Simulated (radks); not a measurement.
Results of a calculation; reference values are marked as such.
Problem. These are the eigenvalues of the occupied orbitals of an atom or ion with whole-number occupations (hartree). Level of theory: Dirac Kohn-Sham, PBE, spin-unpolarised, spherical densities, finite nucleus; Fermi nuclear charge, rms radius of each element as measured or else 0.836 A^(1/3) + 0.57 fm (a radial shooting solver on a logarithmic mesh with Libxc functionals).

| orbital | eigenvalue |
|---|---|
| 1s1/2 | -888.1472 |
| 2s1/2 | -130.1662 |
| 2p1/2 | -120.7801 |
| 2p3/2 | -114.9228 |
| 3s1/2 | -23.96604 |
| 3p1/2 | -20.26214 |
| 3p3/2 | -19.24095 |
| 3d3/2 | -12.68506 |
| 3d5/2 | -12.48141 |
| 4s1/2 | -3.71244 |
| 4p1/2 | -2.55750 |
| 4p3/2 | -2.38922 |
| 4d3/2 | -0.63685 |
| 4d5/2 | -0.61642 |
| 5p1/2 | -0.14111 |
| 5p3/2 | -0.13025 |

Which element is it, and in what charge state? The configuration may be excited. Open shells, if any, fill j = l - 1/2 first.

Solution. Z = 46, palladium, charge 0: Pd in [Kr] 4d7 5p3. The list shows which subshells hold electrons but not how many an open one holds; the 1s level, -888.15 hartree, gives Z - s = 42.1 by -(Z - s)^2/2, which with screening and relativity narrows Z to a few neighbours, and the depths of the outer levels then fix element, charge and occupations together.
